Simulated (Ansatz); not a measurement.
`F[SiH](F)N[SiH2]Cl` + H₂ → `F[SiH](F)N[SiH3]` + HCl  (hydrogenolysis of the Si–Cl bond)

Program: Ansatz. Geometries: PBE0-D4/def2-TZVP. ΔE: electronic, gas phase. CCSD(T)/CBS is the MP2 limit (def2-TZVPP, def2-QZVPP) plus CCSD(T) − MP2 in def2-TZVPP, frozen cores. This one scheme is used for every species. Functionals use def2-TZVPP. B3LYP here is the variant with VWN-RPA as its local correlation; programs differ in this. One conformer a species, not always the lowest.

```
             level  ΔE (kcal/mol)  difference from CCSD(T)/CBS
         r2SCAN-D4           22.2                          1.4
           PBE0-D4           20.6                         -0.2
          B3LYP-D4           20.8                          0.0
           ωB97X-V           20.3                         -0.5
           ωB97M-V           21.0                          0.2
            B2PLYP           19.8                         -1.0
            r2SCAN           21.8                          1.0
              PBE0           19.4                         -1.4
             B3LYP           18.6                         -2.2
     HF/def2-TZVPP           17.3                         -3.5
    MP2/def2-TZVPP           21.8                          1.0
   CCSD/def2-TZVPP           18.5                         -2.3
     HF/def2-QZVPP           17.4                         -3.4
SCS-MP2/def2-QZVPP           21.0                          0.2
     MP2/CBS(def2)           23.1                          2.3
    CCSD/CBS(def2)           19.9                         -0.9
       CCSD(T)/CBS           20.8                            0
```

Largest T1 diagnostic among the species: 0.011.

The D4 term adds +2.2 kcal/mol with B3LYP and +1.2 kcal/mol with PBE0; it sums over pairs of atoms, weighted by their polarisabilities, and B3LYP, whose exchange is more repulsive, gets the larger term. In def2-TZVPP, CCSD(T) changes the Hartree–Fock value by +2.0 kcal/mol (the triples alone add +0.8 kcal/mol) and MP2 by +4.4 kcal/mol.

CCSD(T)/CBS has its own doubt, a few kJ/mol and more with outer-core shells, so smaller differences from it don't rank the levels.
